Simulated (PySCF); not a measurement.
Al2(mu-NH2)2(Br)4, H4Al2Br4N2, singlet (CAM-B3LYP/def2-SVP optimised geometry):

```
12

Al     0.694    -1.221     0.000
Al    -0.694     1.217     0.000
N      0.003     0.000     1.346
H      0.718     0.408     1.954
H     -0.708    -0.405     1.961
Br    -0.467    -3.163     0.000
Br     2.957    -1.221     0.000
N      0.003     0.000    -1.346
H      0.719     0.408    -1.953
H     -0.707    -0.404    -1.962
Br    -2.957     1.210    -0.002
Br     0.462     3.163     0.002
```

Level of theory: PySCF with CAM-B3LYP/def2-TZVP.

What are the frontier orbital energies and the dipole moment?

HOMO-2 -9.90 eV, HOMO-1 -9.83 eV, HOMO -9.70 eV, LUMO 0.30 eV, LUMO+1 0.88 eV; dipole moment 0.01 D.

Meta-Löwdin charges at CAM-B3LYP/def2-TZVP: Al1 0.82, Al2 0.82, N3 -0.68, H4 0.26, H5 0.26, Br6 -0.33, Br7 -0.33, N8 -0.68, H9 0.26, H10 0.26, Br11 -0.33, Br12 -0.33.
